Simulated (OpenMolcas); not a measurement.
## Rh2+: effect of the active space

| Property | Result |
| --- | --- |
| Program | OpenMolcas |
| Method | CASSCF or its RAS form |
| Basis | ANO-RCC-VDZP |
| Scalar Hamiltonian | DKH2, point nucleus |
| Spin-orbit coupling | state interaction with AMFI integrals over the reference wave functions, term energies averaged over their components |

A. 7 electrons in 5 orbitals (4d); 2S+1 = 4 even, 10 roots; 2S+1 = 2 even, 40 roots; cost about 9 core-seconds
B. 7 electrons in 6 orbitals (4d 5s); 2S+1 = 6 even, 6 roots (5 in the spin-orbit step); 2S+1 = 4 even, 60 roots; 2S+1 = 2 even, 110 roots; cost roughly 90 core-seconds
C. 7 electrons in 9 orbitals (RAS2 4d 5s; RAS3 5p, at most 2 electrons); 2S+1 = 4 even, 60 roots; 2S+1 = 6 even, 5 roots kept (CI in the orbitals of an earlier block); 2S+1 = 2 even, 83 roots kept (CI in the orbitals of an earlier block); 2S+1 = 4 odd, 87 roots (49 in the spin-orbit step); 2S+1 = 6 odd, 15 roots kept (CI in the orbitals of an earlier block); 2S+1 = 2 odd, 45 roots kept (CI in the orbitals of an earlier block, 0 in the spin-orbit step); cost roughly 7 core-minutes

Energies in cm⁻¹ above 4d⁷ ⁴F_9/2, the measured ground level; measured values from the list in Shadmi, J. Res. Natl. Bur. Stand. 70A, 435 (1966).

| Level | A | B | C | Measured |
| --- | --- | --- | --- | --- |
| 4d⁷ ⁴F_9/2 | 0.0 | 0.0 | 0.0 | 0.0 |
| 4d⁷ ⁴F_7/2 | 2189 | 2362 | 2330 | 2148 |
| 4d⁷ ⁴F_5/2 | 3615 | 3849 | 3832 | 3486 |
| 4d⁷ ⁴F_3/2 | 4528 | 4778 | 4788 | 4322 |
| 4d⁷ ⁴P_5/2 | 14765 | 14838 | 14790 | 11062 |
| 4d⁷ ⁴P_3/2 [61 %] | 14771 | 14283 | 14811 | 10997 |
| 4d⁷ ²G_9/2 | 15227 | 13450 | 15666 |  |
| 4d⁷ ⁴P_1/2 | 16257 | 16241 | 16398 |  |
| 4d⁷ ²G_7/2 | 17404 | 15662 | 17950 |  |
| 4d⁷ ²H_11/2 | 20220 | 18695 | 21089 |  |
| 4d⁷ ²D_5/2(1) | 22118 | 20288 | 22341 |  |
| 4d⁷ ²P_1/2 | 22260 | 20882 | 22785 |  |
| 4d⁷ ²H_9/2 | 22382 | 20953 | 23380 |  |
| 4d⁷ ²D_3/2(1) [65 %] | 25794 | 24184 | 26297 |  |
| 4d⁷ ²F_5/2 | 33599 | 31873 | 34233 |  |
| 4d⁷ ²F_7/2 | 34647 | 32963 | 35344 |  |
| 4d⁷ ²D_3/2(2) | 52328 | 51123 | 53317 |  |
| 4d⁷ ²D_5/2(2) | 53391 | 52130 | 54371 |  |

Deviations, from unrounded energies. A percentage is the sum of absolute deviations over the sum of measured energies, with the sign that they share, or ± where signs differ.

```tsv
Against measurement	Levels	A	B	C
mean absolute deviation (cm-1)	5	1600	1600	1700
fine structure of the ground term (%)	3	+3.8	+10.4	+10.0
other terms of the ground configuration (%)	2	+33.9	+32.0	+34.2
```

A, B lie about equally close to measurement and C furthest from it. The largest miss of A in the table is 4d⁷ ⁴P_3/2 [61 %], by +3800 cm-1. The ranking rests on the paired levels alone, and a cruder setting can come out closer through cancelling errors.

Among A to C the level of the table that moves most is 4d⁷ ²H_9/2, by 2400 cm-1 (lowest in B, highest in C).

Without dynamic correlation excited terms often stand tens of per cent too high (terms of higher spin than the ground term too low), and those without a measured partner can miss by more than the paired ones. Levels of configurations with an s electron are missing; early in the row they begin among the upper levels of the d shell and mix with terms of their name (holds for A). Some high roots are left out of the spin-orbit mixing, which shifts the levels that they would mix with (holds for B; C). Terms from blocks run as CI alone lack orbitals of their own (holds for C). Measured partners are found by configuration, term and J. A level has none where our copy of the source lacks it or the pairing is in doubt (some pairs that miss far off the trend of their configuration count as doubtful), and it then counts in no deviation. Only configurations of the active space appear. Levels that lie high or do not pair safely by name in every column are left out.

A share in square brackets marks a mixed level and gives the weight of the term that names it, the lowest over the columns. A number in round brackets counts repeated terms of one configuration in the order of the reference energies.
